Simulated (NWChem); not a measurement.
# Correlation energy of silole (C4H6Si)

```xyz
11

C     -0.7405     0.0000     1.2913
C     -1.3553     0.0000     0.0896
Si     0.0000     0.0000    -1.2050
C      1.3553     0.0000     0.0896
C      0.7405     0.0000     1.2913
H     -1.2805     0.0000     2.2452
H     -2.4423     0.0000    -0.0123
H      0.0000     1.2109    -2.0834
H      0.0000    -1.2109    -2.0834
H      2.4423     0.0000    -0.0123
H      1.2805     0.0000     2.2452
```
Charge 0, spin multiplicity 1.

The numbers come from NWChem runs, not from measurements. All single points use one geometry, from PBE0/def2-SVP, a minimum by its harmonic frequencies. It is one conformer; others weren't searched.

Basis set: STO-3G. Each correlation energy counts from its own Hartree-Fock reference.

The correlated methods keep 9 core orbitals frozen. Coupled-cluster values serve here as a point of comparison, not as the truth.

Q: One of these methods gave a correlation energy of -300.7 mHa. Which?
A) CCSD(T)
B) MP2
C) CCSD
D) SCS-MP2

A: D, SCS-MP2. The others give -359.5 (CCSD(T)), -354.9 (CCSD), -284.5 (MP2).
